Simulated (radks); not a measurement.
Spherical quantum dot in the effective-mass picture: electrons in a hard-walled sphere of radius 1.81, all in effective atomic units (hartree* = m*/eps^2 hartree, bohr* = eps/m* bohr), one dielectric constant everywhere. Calculated with a radial shooting solver with Libxc functionals: non-relativistic Kohn-Sham, LDA (Slater exchange, Perdew-Wang correlation), spin-polarised, spherical densities. Levels are named by radial order and angular momentum (1s, 1p, 1d, 2s, ...), and open shells are averaged over m. Results are scaled to m* = 0.181 and eps = 14.8, for which hartree* = 22.49 meV and bohr* = 4.327 nm.

N = 20, configuration 1s2 1p6 1d10 2s(up 1, down 0) 1f(up 1, down 0). This is the lowest configuration that the search found. Occupied and some empty levels:

level,occupation,eigenvalue (meV),<r> (nm)
1s up,1,368.81,4.764
1s down,1,370.30,4.793
1p up,3,391.93,5.152
1p down,3,393.07,5.158
1d up,5,427.60,5.421
1d down,5,428.63,5.421
1f up,1,474.13,5.625
2s up,1,475.03,3.620
1f down,0,475.15,5.624
2s down,0,479.20,3.640
1g up,0,530.63,5.788
1g down,0,531.66,5.787
2p up,0,539.63,4.128
2p down,0,542.20,4.146
2d up,0,614.00,4.474
2d down,0,615.71,4.485

Energy (meV): total 5050.45, kinetic 2035.2, external 0, Hartree 3392.9, exchange-correlation -377.67.

Electron density:

r (nm),n(r) (e/nm^3)
0.214,0.01201
0.799,0.01146
1.38,0.01056
1.97,0.009850
2.56,0.009952
3.14,0.01130
3.73,0.01386
4.31,0.01686
4.90,0.01885
5.48,0.01818
6.07,0.01409
6.65,0.007706
7.24,0.002111
7.82,2.294e-06
